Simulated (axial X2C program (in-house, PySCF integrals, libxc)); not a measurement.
ZrF⁻: properties at the nuclei

Computed with an axial X2C code built on PySCF integrals: two-component X2C with atomic mean-field Coulomb and Gaunt terms, Gaussian nuclei, basis Zr dyall-acv3z, F dyall-av3z with contracted cores.

R = 2.141 Å (near the PBE0 minimum at charge -1 of the determinant lowest at the starting distance; the state shown can have its own minimum elsewhere).

Determinant lowest in the PBE0 search, Ω = 1 (⟨Sz⟩ = 1.00, ⟨Lz⟩ = 0.00 at PBE0), spin on the atoms Zr 1.00, F 0.00:

```tsv
level	Eeff magnitude (GV/cm)	Ws magnitude Zr (kHz)	A∥/gI Zr (MHz)	qzz Zr (a.u.)	A∥/gI F (MHz)	qzz F (a.u.)
PBE0	1.26	0.606	264	0.58	-6.82	0.36
HF	3.11	1.55	369	0.21	-8.06	0.30
LDA	0.816	0.392	116	1.10	-4.95	0.38
BP86	1.31	0.624	195	0.85	-5.61	0.36
PBE50	1.36	0.659	319	0.33	-7.08	0.35
```

Determinant 0.26 eV from it at PBE0 and this distance, Ω = 2 (⟨Sz⟩ = -1.00, ⟨Lz⟩ = 3.00 at PBE0), spin on the atoms Zr -1.00, F 0.01:

| level | Eeff magnitude (GV/cm) | Ws magnitude Zr (kHz) | A∥/gI Zr (MHz) | qzz Zr (a.u.) | A∥/gI F (MHz) | qzz F (a.u.) |
| --- | --- | --- | --- | --- | --- | --- |
| PBE0 | 0.242 | 0.0268 | 262 | -0.97 | 18 | 0.44 |
| HF | 2.14 | 0.512 | 152 | -1.19 | 16.1 | 0.37 |
| LDA | 0.14 | 0.00686 | 275 | -0.66 | 21.6 | 0.47 |
| BP86 | 0.196 | 0.0181 | 272 | -0.72 | 19.5 | 0.46 |
| PBE50 | 0.303 | 0.0421 | 236 | -1.18 | 16.5 | 0.42 |

Eeff is the effective electric field on the electron electric dipole moment in this Ω state and Ws the scalar–pseudoscalar constant of the nucleus named (defined with the proton number Z and per Ω); A∥ (defined per Ω) follows by multiplying with gI = μI/(I μN); qzz is the electric field gradient, eQq0 = 234.96 MHz × Q/barn × qzz. The operators were transformed with the bare-nucleus X2C matrices; with these basis sets, hyperfine constants and field gradients can be off by tens of per cent, and where levels differ in sign neither size nor sign is settled.

(1) With gI(19F) = 5.2577 (g factors from the IAEA table of nuclear moments by Stone), turn the PBE0 values of the first state into constants in MHz.

Each state is one determinant with collinear spin, which with several unpaired electrons need not be a pure state. Unrestricted Hartree–Fock can overshoot spin polarisation at the nuclei. For an anion, determinants above electron detachment, or with a positive highest level, are held by the basis set. With several open shells hyperfine constants can be off by a factor of several. Where Eeff spreads by more than a factor of two the levels disagree and none is to be relied on. Open-shell Ω = 0 determinants with evenly filled partner blocks cannot be reached by this program, so the Ω shown need not be the lowest component. States lie within half an eV, so the first need not be the ground state. Further determinants of the search, some of them spin-mixed, are not shown. Where a field gradient or hyperfine factor spreads by more than a factor of two over the levels, a constant derived from it is not to be relied on. PBE0 term energies can be off by some tenths of an eV.

Results:

(1) A∥(19F) = -6.82 × 5.2577 = -35.9 MHz.
